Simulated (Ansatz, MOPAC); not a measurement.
Torsion H3–O1–Si2–H4 in H2OSi (SMILES O[SiH]); at each angle all else is relaxed with GFN2-xTB, and the levels are single points there.
Geometry at 180° (charge 0, multiplicity 1):
```xyz
4

O     -0.751     0.295     0.267
Si     0.753     0.605    -0.334
H     -1.340    -0.357    -0.101
H      1.006     1.645     0.688
```

On the grid 0° to 330°, 270° is the highest and 180° the lowest point at CCSD(T)/CBS(cc-pV(T+d)Z, cc-pV(Q+d)Z).

Correlated levels freeze the cores. CBS: X⁻³ extrapolation of the correlation energy, Hartree–Fock from the larger set. The state that PM3 reach isn't checked.

The values were computed with Ansatz (Gaussian orbitals); MOPAC for PM3 (differences of heats of formation). Values without a source in brackets are computed.

Q: What is the computed energy at 270° less that at 180° (BLYP/def2-TZVPP)?

A: 8.9 kcal/mol

Q: Predict the energy at 270° less that at 180° from PM3.

A: 10.0 kcal/mol

Q: What energy at 270° less that at 180° does CCSD(T)/CBS(cc-pV(T+d)Z, cc-pV(Q+d)Z) give?

A: 8.6 kcal/mol

Ansatz is a first-principles code.
